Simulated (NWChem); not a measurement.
# C$_{2}$H$_{4}$F$_{2}$Si; SMILES [SiH](F)(C=C)F

```xyz
9

Si    -0.0367     0.4878    -0.3830
F      1.5132     0.4846     0.0466
F     -0.7968     1.5351     0.5716
C     -0.7001    -1.2196    -0.1348
C      0.0802    -2.2146     0.3091
H     -0.1432     0.9971    -1.7675
H     -1.7461    -1.4329    -0.3602
H      1.1289    -2.0531     0.5487
H     -0.2916    -3.2276     0.4544
```
Atoms are numbered in this order, from 1.

Geometry: optimised at B3LYP/6-31G* (spherical d).

Give the principal values of the shielding tensors (ppm) of Si1, F2, F3, C4, C5 from B3LYP/6-31G* (spherical d), GIAO (NWChem), with their diamagnetic and paramagnetic parts as GIAO splits them.


```csv
atom,σ11,σ22,σ33,isotropic,diamagnetic,paramagnetic
Si1,393.8,434.3,443.4,423.8,880.0,-456.2
F2,267.0,380.9,389.9,345.9,470.8,-124.9
F3,248.7,348.7,370.8,322.7,470.9,-148.2
C4,-34.1,64.8,174.7,68.5,257.1,-188.6
C5,-60.1,52.5,176.4,56.3,257.0,-200.7
```
